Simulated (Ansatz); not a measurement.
Reaction (ligand exchange at a B–C bond): `C=CB(F)F` + CH₃SH → `CSB(F)F` + `C=C`

Calculated with Ansatz (gas phase, PBE0-D4/def2-TZVP geometries, no zero-point term in ΔE). CCSD(T)/CBS is the MP2 limit (def2-TZVPP, def2-QZVPP) plus CCSD(T) − MP2 in def2-TZVPP, frozen cores. This one scheme is used for every species. Functionals use def2-TZVPP. HSE06 is defined as in plane-wave codes. Each species was taken in one conformer, which may not be the lowest.

```csv
level,ΔE (kJ/mol),difference from CCSD(T)/CBS
BHLYP-D4,-38.0,2.6
B2PLYP,-39.9,0.7
PBE,-43.7,-3.1
PBE0,-41.4,-0.8
HSE06,-41.4,-0.8
HF/def2-SVP,-31.2,9.4
MP2/def2-SVP,-44.2,-3.6
CCSD(T)/def2-SVP,-42.1,-1.5
MP2/def2-TZVPP,-42.7,-2.1
MP2/def2-QZVPP,-43.0,-2.4
CCSD(T)/CBS,-40.6,0
```

Question: What do rigid-rotor, harmonic-oscillator terms from PBE0-D4/def2-TZVP frequencies (298.15 K, 1 bar) make of the CCSD(T)/CBS value? (Estimate.)

Answer: The calculation gave: ΔZPE = +3.6 kJ/mol, ΔH = -36.0 kJ/mol, ΔS = -8 J/(mol·K), ΔG = -33.5 kJ/mol.

Largest T1 diagnostic among the species: 0.013.

Leaving LDA and LC-ωPBE aside and taking each functional with its dispersion term where it has one, the values, not all of them listed here, spread over 7.7 kJ/mol, from revPBE-D4 to BHLYP-D4. From BLYP to BHLYP (50 % exact exchange), in def2-TZVPP and without D4, ΔE moves by +3.7 kJ/mol.
